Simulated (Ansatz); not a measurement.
Computed with Ansatz on PBE0-D4/def2-TZVP structures; ΔE is electronic, products minus reactants. CCSD(T)/CBS adds triple-zeta CCSD(T) − MP2 to the extrapolated MP2 energy (def2 sets, frozen cores). This one scheme is used for every species. DFT in def2-TZVPP. B3LYP here is the variant with VWN-RPA as its local correlation; programs differ in this. HSE06 is defined as in plane-wave codes. One conformer a species, not always the lowest.

`B[SiH](O)[SiH3]` + H₂ → `B[SiH2]O` + SiH₄  (hydrogenolysis of the Si–Si bond)

```
           level  ΔE (kJ/mol)  difference from CCSD(T)/CBS
     LDA (SPW92)         -1.2                         15.8
          B97M-V        -12.2                          4.8
        B3LYP-D4        -15.6                          1.4
      r2SCANh-D4         -9.8                          7.2
    CAM-B3LYP-D4        -24.6                         -7.6
          revPBE         -7.3                          9.7
          r2SCAN         -9.3                          7.7
            PBE0        -12.8                          4.2
           HSE06        -12.5                          4.5
           BHLYP        -35.6                        -18.6
         LC-ωPBE        -20.6                         -3.6
     HF/def2-SVP        -57.1                        -40.1
    MP2/def2-SVP        -30.7                        -13.7
CCSD(T)/def2-SVP        -32.0                        -15.0
 CCSD/def2-TZVPP        -26.9                         -9.9
   MP2/CBS(def2)        -16.8                          0.2
     CCSD(T)/CBS        -17.0                            0
```

Largest T1 diagnostic among the species: 0.014.

From BLYP to BHLYP (50 % exact exchange), in def2-TZVPP and without D4, ΔE moves by −13.6 kJ/mol. The D4 term adds +10.9 kJ/mol with B3LYP and +6.1 kJ/mol with PBE0; it sums over pairs of atoms, weighted by their polarisabilities, and B3LYP, whose exchange is more repulsive, gets the larger term. At CCSD(T), def2-SVP lies −15.1 kJ/mol from the extrapolated value and def2-TZVPP −3.9 kJ/mol.
